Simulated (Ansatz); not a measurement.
Reaction (substitution at a C–C bond): `C=C(C)CCC` + `S[Si]Cl` → `CS[Si]Cl` + `C=C(C)CC`

Gas-phase electronic energies from Ansatz, PBE0-D4/def2-TZVP geometries. CCSD(T)/CBS is the MP2 limit (def2-TZVPP, def2-QZVPP) plus CCSD(T) − MP2 in def2-TZVPP, frozen cores. This one scheme is used for every species. Functionals use def2-TZVPP. HSE06 is defined as in plane-wave codes. Each species was taken in one conformer, which may not be the lowest.

`C=C(C)CCC`:

Z-matrix (Å, degrees):
```
C
C 1 1.497
H 1 1.095 2 110.7
H 1 1.091 2 111.5 3 -120.8
H 1 1.094 2 111.3 3 118.4
C 2 1.500 1 116.7 3 -55.7
C 2 1.329 1 121.8 3 124.2
C 6 1.527 2 114.1 1 -64.8
H 6 1.095 2 109.3 1 172.8
H 6 1.099 2 109.1 1 56.7
H 7 1.085 2 121.4 1 -179.7
H 7 1.085 2 121.6 1 0.1
C 8 1.518 6 112.3 2 -178.0
H 8 1.095 6 109.8 2 60.0
H 8 1.095 6 108.9 2 -56.0
H 13 1.092 8 111.5 6 179.9
H 13 1.094 8 111.1 6 -60.0
H 13 1.094 8 111.1 6 59.7
```

`S[Si]Cl`:

Z-matrix (Å, degrees):
```
S
Si 1 2.135
H 1 1.346 2 92.8
Cl 2 2.086 1 97.3 3 -180.0
```

`CS[Si]Cl`:

```xyz
7

C     0.079   -0.875    0.385
S    -0.029    0.748    1.178
Si   -0.191    2.344   -0.212
Cl   -0.163    1.381   -2.074
H     1.013   -1.343    0.694
H    -0.761   -1.478    0.726
H     0.052   -0.776   -0.698
```

`C=C(C)CC`:

Cartesian coordinates in Å:
```
C -0.225 1.343 1.369
C 0.033 0.244 0.668
C -0.403 -1.110 1.134
C 0.782 0.300 -0.633
C -0.040 -0.157 -1.834
H 0.098 2.320 1.026
H -0.765 1.304 2.309
H -0.885 -1.060 2.111
H -1.108 -1.565 0.433
H 0.452 -1.790 1.205
H 1.134 1.321 -0.798
H 1.676 -0.332 -0.554
H -0.943 0.449 -1.939
H 0.539 -0.064 -2.756
H -0.345 -1.202 -1.743
```

```csv
level,ΔE (kJ/mol),difference from CCSD(T)/CBS
LDA (SPW92),11.8,-3.2
BLYP-D4,5.7,-9.3
B97M-V,14.0,-1.0
r2SCAN0-D4,13.7,-1.3
HSE06,12.4,-2.6
RPA@PBE/def2-TZVPP,18.9,3.9
HF/def2-SVP,24.5,9.5
CCSD(T)/def2-SVP,23.5,8.5
CCSD/def2-TZVPP,19.8,4.8
SCS-MP2/def2-QZVPP,15.2,0.2
CCSD(T)/CBS,15.0,0
```

Largest T1 diagnostic among the species: 0.014.

From PBE to PBE0 (25 % exact exchange), in def2-TZVPP and without D4, ΔE moves by +4.2 kJ/mol. Leaving LDA and LC-ωPBE aside and taking each functional with its dispersion term where it has one, the values, not all of them listed here, spread over 9.9 kJ/mol, from BLYP-D4 to ωB97M-V. LDA lies +3.4 kJ/mol from PBE without D4. In def2-TZVPP, CCSD(T) changes the Hartree–Fock value by −4.1 kJ/mol (the triples alone add −2.8 kJ/mol) and MP2 by −6.1 kJ/mol.
